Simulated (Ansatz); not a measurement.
CH₁₁B₂GaSi₂: the same geometry under several functionals.

```yaml
crystal:
  periodic: [false, false, false]
  atoms:
    - {symbol: C, position_ang: [0.616543, 0.329181, 2.220978]}
    - {symbol: B, position_ang: [1.273824, 0.302367, 0.844100]}
    - {symbol: B, position_ang: [1.820050, 0.126717, -0.565516]}
    - {symbol: Si, position_ang: [0.934112, -1.550554, -1.234344]}
    - {symbol: Ga, position_ang: [-0.122745, 0.910519, -1.227597]}
    - {symbol: Si, position_ang: [-2.232597, 0.688430, -0.076007]}
    - {symbol: H, position_ang: [-0.145861, -0.457506, 2.267986]}
    - {symbol: H, position_ang: [1.346978, 0.123097, 3.008568]}
    - {symbol: H, position_ang: [0.117806, 1.277243, 2.438413]}
    - {symbol: H, position_ang: [2.713179, 0.579266, -1.210956]}
    - {symbol: H, position_ang: [0.357390, -2.482430, -0.230451]}
    - {symbol: H, position_ang: [-0.328000, -1.113328, -2.012882]}
    - {symbol: H, position_ang: [1.737733, -2.291183, -2.237823]}
    - {symbol: H, position_ang: [0.014406, 1.629268, -2.611748]}
    - {symbol: H, position_ang: [-3.413781, 0.735201, -0.981042]}
    - {symbol: H, position_ang: [-2.297276, -0.592943, 0.685700]}
    - {symbol: H, position_ang: [-2.391780, 1.786655, 0.922622]}
basis:
  gaussian: {orbitals: def2-TZVPP}
hamiltonian: {xc: {name: B2PLYP}}
```

```sh
$ ansatz run in.yaml --threads 2 --pin off --events-out ev --progress --plain --max-ram 22528MiB --backend cuda --devices 0, --max-vram 18GiB
```

It prints (some lines left out):

```
Functional definition: B2PLYP
2200 factors; integrals over basis functions are off by at most 9.3e-4 eV
mean field evaluation 1: about -70669.2399 eV, gradient 4.7e1 eV
mean field evaluation 2: about -70669.4046 eV, gradient 4.7e1 eV
mean field evaluation 4: about -70674.8633 eV, gradient 5.6e0 eV
mean field evaluation 8: about -70674.9160 eV, gradient 4.8e-1 eV
mean field evaluation 16: about -70674.9166 eV, gradient 3.8e-4 eV
mean field -70674.91659549 eV, -2597.2552797053 hartree, gradient 1.0e-5 eV, S^2 0.000000; 0 other end points of the search recorded, 0 dependent functions left out
22 core orbitals not correlated: weight in the atoms' cores, before any rotation towards them, 1.000 or more for the frozen orbitals, at most 0.000 for the correlated occupied ones
reference -70674.91682499 eV, -2597.2552881391 hartree; 21, 21 occupied and 336, 336 virtual orbitals, 2200 factors
second order -30.09373652 eV of doubles, -0.00000000 eV of singles
Total energy: -70683.04213385 eV, -2597.5538877322 hartree
```

It took 3.6 s on 2 threads of an AMD EPYC 7R13 on a shared host and a share of an NVIDIA H100 80 GB, with 1.8 GiB of host memory at the peak.

With the line `hamiltonian: {xc: {name: PBE-QIDH}}` (abridged; 3.3 s):

```
Functional definition: PBE-QIDH
mean field evaluation 16: about -70662.0013 eV, gradient 5.6e-4 eV
mean field -70662.00130093 eV, -2596.7806513845 hartree, gradient 8.0e-6 eV, S^2 0.000000
22 core orbitals not correlated: weight in the atoms' cores, before any rotation towards them, 1.000 or more for the frozen orbitals, at most 0.000 for the correlated occupied ones
second order -27.81015207 eV of doubles, -0.00000000 eV of singles
Total energy: -70671.27136979 eV, -2597.1213201317 hartree
```

With the line `hamiltonian: {xc: r2scan, dispersion: d4}` and forces (abridged; 3.1 s):

```
Functional definition: r2SCAN
mean field evaluation 16: about -70699.2019 eV, gradient 7.8e-3 eV
mean field -70699.20187984 eV, -2598.1477474441 hartree, gradient 8.7e-5 eV, S^2 0.000000
Total energy: -70699.33494000 eV, -2598.1526373146 hartree
Atom 0 force     0.027843    -0.005149    -0.040886 eV/Å
Atom 1 force    -0.063688     0.014851     0.002326 eV/Å
Atom 2 force     0.020691     0.050448    -0.059964 eV/Å
Atom 3 force    -0.018129     0.028673    -0.005051 eV/Å
Atom 4 force     0.044447    -0.049201     0.005247 eV/Å
Atom 5 force     0.022014     0.015223    -0.028695 eV/Å
Atom 6 force     0.009617     0.018580     0.017332 eV/Å
Atom 7 force    -0.024155     0.004257     0.001418 eV/Å
Atom 8 force     0.001404    -0.021131     0.011030 eV/Å
Atom 9 force    -0.024398    -0.028581     0.012736 eV/Å
Atom 10 force     0.006149     0.012293    -0.018377 eV/Å
Atom 11 force     0.010520    -0.002868     0.010995 eV/Å
Atom 12 force    -0.011704     0.006616     0.009868 eV/Å
Atom 13 force    -0.015106    -0.045764     0.092771 eV/Å
Atom 14 force     0.014415    -0.000927     0.020983 eV/Å
Atom 15 force    -0.000914     0.025206    -0.013721 eV/Å
Atom 16 force     0.000996    -0.022527    -0.018009 eV/Å
Dipole moment:     0.028256    -0.029314     0.426275 e Å
```

With the line `hamiltonian: {xc: {name: BLYP}, dispersion: d4}` (abridged; 2.3 s):

```
Functional definition: BLYP
mean field evaluation 16: about -70702.0803 eV, gradient 1.1e-3 eV
mean field -70702.08033427 eV, -2598.2535286933 hartree, gradient 4.5e-5 eV, S^2 0.000000
Total energy: -70703.17873061 eV, -2598.2938940141 hartree
```

With the line `hamiltonian: {xc: {name: LC-wPBE}}` (abridged; 2.8 s):

```
Functional definition: LC-wPBE
mean field evaluation 16: about -70688.8388 eV, gradient 5.6e-4 eV
mean field -70688.83883671 eV, -2597.7669126334 hartree, gradient 2.5e-5 eV, S^2 0.000000
Total energy: -70688.83883672 eV, -2597.7669126337 hartree
```

Changing it to `hamiltonian: {xc: lda}` (abridged; 3 s):

```
Functional definition: SPW92
mean field evaluation 16: about -70529.4548 eV, gradient 1.6e-3 eV
mean field -70529.45475496 eV, -2591.9096556634 hartree, gradient 3.4e-5 eV, S^2 0.000000
Total energy: -70529.45481110 eV, -2591.9096577264 hartree
```
